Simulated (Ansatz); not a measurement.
Calculated with Ansatz (gas phase, PBE0-D4/def2-TZVP geometries, no zero-point term in ΔE). CCSD(T)/CBS is the MP2 limit (def2-TZVPP, def2-QZVPP) plus CCSD(T) − MP2 in def2-TZVPP, frozen cores. Functionals use def2-TZVPP. B3LYP here is the variant with VWN-RPA as its local correlation; programs differ in this. For Se outer-core shells are correlated without core-valence functions, which leaves a few kJ/mol of doubt a bond. Scalar relativity is left out up to krypton. One conformer a species, not always the lowest.

Consider the formal exchange of groups at the Si–C bond: `C#CCC[SiH3]` + `N[SiH2][SeH]` → `N[SiH]([SiH3])[SeH]` + `C#CCC`.

```tsv
level	ΔE (kJ/mol)	difference from CCSD(T)/CBS
PBE-D4	-18.1	-11.7
r2SCAN-D4	-10.7	-4.3
PBE0-D4	-15.8	-9.4
B3LYP-D4	-10.6	-4.2
ωB97X-V	-7.7	-1.3
ωB97M-V	-2.2	4.2
B2PLYP	-4.9	1.5
PBE	-16.4	-10.0
r2SCAN	-10.4	-4.0
PBE0	-14.1	-7.7
B3LYP	-7.6	-1.2
HF/def2-TZVPP	-0.7	5.7
MP2/def2-TZVPP	-0.7	5.7
SCS-MP2/def2-TZVPP	0.2	6.6
CCSD/def2-TZVPP	-4.9	1.5
CCSD(T)/def2-TZVPP	-5.5	0.9
HF/def2-QZVPP	0.2	6.6
MP2/def2-QZVPP	-0.9	5.5
SCS-MP2/def2-QZVPP	-0.1	6.3
HF/CBS(def2)	0.3	6.7
MP2/CBS(def2)	-1.6	4.8
CCSD/CBS(def2)	-5.8	0.6
CCSD(T)/CBS	-6.4	0
```

Largest T1 diagnostic among the species: 0.011.

The D4 term adds −3.0 kJ/mol with B3LYP and −1.7 kJ/mol with PBE0; it sums over pairs of atoms, weighted by their polarisabilities, and B3LYP, whose exchange is more repulsive, gets the larger term.
